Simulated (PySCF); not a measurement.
## Core binding energy against partial charge

Species: C5H6O2.
Numbering: `[O:1]=[CH:2][C@@H:3]1[CH:4]=[CH:5][CH2:6][O:7]1`

Binding energies: PySCF, delta-SCF UKS SCAN, pcX-2 on the ionised atom, pcseg-1 elsewhere, spin-free X2C. Charges: PBE0/pcSseg-1 ground-state density, for the ionised atom.

```
atom                 environment  C 1s (eV)  Mulliken (e)  IAO (e)  Hirshfeld (e)  ESP (e)
  C5            alkene CH carbon     290.85        -0.192   -0.168         -0.048   -0.209
  C4            alkene CH carbon     290.90        -0.118   -0.170         -0.050   -0.286
  C6  sp3 carbon bound to oxygen     292.56        +0.143   -0.058         +0.004   +0.250
  C3  sp3 carbon bound to oxygen     292.57        +0.045   +0.029         +0.033   +0.345
  C2             aldehyde carbon     293.50        +0.281   +0.262         +0.130   +0.361
```

**Question.** Give the correlation coefficient and slope of binding energy on charge for each scheme.

**Answer.** Mulliken: r = 0.97, slope 5.9 eV per e; ESP: r = 0.96, slope 3.5 eV per e; Hirshfeld: r = 0.93, slope 14.7 eV per e; IAO: r = 0.92, slope 6.0 eV per e. On 5 points no scheme stands out.

**Question.** The point-charge model writes a binding energy as kq + V + constant, with V the potential of the other atoms' charges at the site. What does it give with the Hirshfeld charges?

**Answer.** V = Σ 14.40 eV Å × q/r over all other atoms: +0.80 eV at C5, +0.81 eV at C4, 0.00 eV at C6, -0.38 eV at C3, -2.06 eV at C2. Fitting binding energy − V to q gives k = 30.6 eV per e and leaves an rms residual of 0.34 eV, against 0.37 eV for the fit on q alone. The model has no term for differences in relaxation between sites.

The unrestricted hole states depart most from a pure doublet (⟨S²⟩ = 0.75; over 0.85 named) for C 1s of C2 (0.94), which makes this value less certain. The structure is a single GFN2-xTB conformer in the gas phase; no vibrational or solvent corrections.

Conformer computed: `[O:1]=[CH:2][C@@H:3]1[CH:4]=[CH:5][CH2:6][O:7]1`: O1–C2–C3–C4 -74°.
